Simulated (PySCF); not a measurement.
## Calculated data, BH$_{4}$Si

Calculation on a computer-drawn molecule: optimised geometry and harmonic frequencies of an isolated molecule of the commonest isotopes, restricted reference for singlets and unrestricted otherwise, frozen core in MP2. Program: PySCF 2.14.0.

## BH$_{4}$Si

Start structure:
```xyz
6
BH4Si
B     -1.6094    -2.0972    -1.7185
Si    -1.7794    -0.1666    -1.1020
H     -2.5928    -2.6523    -2.0927
H     -0.5326    -2.6014    -1.6823
H     -2.0685     0.1946     0.2902
H     -1.6218     0.9710    -2.0147
```

| Item | Value |
| --- | --- |
| charge | 1 |
| multiplicity | 1 |
| method | MP2 |
| basis | cc-pV(D+d)Z |
| rotational constants | — |
| total energy | — |

Drawn bonds:
| atom | other atom | order |
| --- | --- | --- |
| 1 | 2 | 1 |
| 1 | 3 | 1 |
| 1 | 4 | 1 |
| 2 | 5 | 1 |
| 2 | 6 | 1 |

**Q.** BH$_{4}$Si: rotational constants?
**A.** 94.28, 10.88, 10.69 GHz

**Q.** Estimate the total energy of BH$_{4}$Si.
**A.** -315.7665 hartree

**Q.** Give the table of modes values for BH$_{4}$Si.
**A.** 
Modes:
| frequency (cm⁻¹) | reduced mass (dalton) |
| --- | --- |
| 308 | 1.008 |
| 408.8 | 1.068 |
| 419.3 | 1.089 |
| 612.2 | 4.777 |
| 783 | 1.264 |
| 910.7 | 1.36 |
| 966.4 | 1.086 |
| 1143 | 1.114 |
| 2336 | 1.029 |
| 2376 | 1.057 |
| 2671 | 1.045 |
| 2797 | 1.131 |

Further results for BH$_{4}$Si:

| Property | Result |
| --- | --- |
| convergence status largest gradient component | 3.906e-05 hartree/bohr |

Optimised structure:
```xyz
6
BH4Si
B     -1.6104    -2.0901    -1.7163
Si    -1.7792    -0.1711    -1.1033
H     -2.5989    -2.6526    -2.0952
H     -0.5264    -2.6010    -1.6800
H     -2.0682     0.1918     0.2950
H     -1.6213     0.9710    -2.0203
```
